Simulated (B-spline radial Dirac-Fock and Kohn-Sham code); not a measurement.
## Atomic SCF run for Se

ΔSCF core binding energies without Breit or QED terms, calculated with a radial B-spline solver. Keys: rel is the Hamiltonian (dirac, or spin-free x2c and nr, where L3 and M5 stand for the whole 2p and 3d shells), method is hf or an exchange,correlation pair (spin-unpolarised, also for the hole states), nuc the nuclear model, radius_factor scales its radius, rmax is the box in bohr, h the logarithmic mesh step, order the B-spline order, points the quadrature points per cell, c_factor scales the speed of light, and damp, ndamp, maxit and tol steer the iteration. The run stops when the commutator error falls below 10·tol·max(1, Z/10), or the numerical noise floor, and the energy has settled to about 1e-8 Ha; the virial ratio is −V/T.

Input (task.json):

```json
{"items": [{"Z": 34, "q": 0, "cfg": [[1, 0, 2], [2, 0, 2], [2, 1, 6], [3, 0, 2], [3, 1, 6], [3, 2, 10], [4, 0, 2], [4, 1, 4]], "A": 80, "rrms": 4.14, "do": "settings", "holes": ["K", "L3", "M5"],
  "settings": [{"rel": "dirac", "method": "hf", "nuc": "fermi", "radius_factor": 1.0, "rmax": 45.0, "h": 0.3, "order": 8, "points": 10, "c_factor": 1.0, "maxit": 60, "damp": 0.5, "ndamp": 3, "tol": 1e-08, "cfg": "1s2 2s2 2p6 3s2 3p6 3d10 4s2 4p6"}]}]}
```

Command: `python xray2_run.py task.json out`

Ground-state iterations:

```
iter   energy (Ha)        error
   1    -2427.95768158  1.24e+00
   2    -2424.91935329  1.30e-01
   3    -2428.02969947  9.66e-02
   4    -2428.39962694  2.88e-02
   5    -2424.89947997  1.38e-01
   6    -2428.41585754  2.44e-02
   7    -2428.40581974  2.81e-02
   8    -2428.40961122  2.70e-02
   9    -2424.96118739  1.21e-01
  10    -2428.40089627  3.45e-02
  11    -2428.38318282  4.06e-02
  12    -2428.42004818  3.02e-02
  13    -2428.42683387  3.02e-02
  14    -2428.42498433  2.99e-02
  15    -2428.44721814  2.15e-02
  23    -2428.45740568  1.71e-02
  31    -2428.34183680  3.56e-02
  39    -2428.50583902  1.99e-05
  45    -2428.50583993  1.22e-07
```

The ground state converged in 45 iterations, with total energy -2428.50584 Ha, virial ratio 1.97617 and highest orbital energy 1.00 eV. Holes are computed only in closed shells, and unreliable hole states are left out.

Task: One setting is unsound. Which, and why?

Result: cfg describes an anion whose outer electrons are not bound. With the default settings (Dirac Hartree-Fock): The ground state converged in 10 iterations, with total energy -2428.58851 Ha, virial ratio 1.97618 and highest orbital energy -10.52 eV. ΔSCF binding energies: K (1s) 12692.0 eV, M5 (3d5/2) 62.03 eV. Holes are computed only in closed shells, and unreliable hole states are left out.
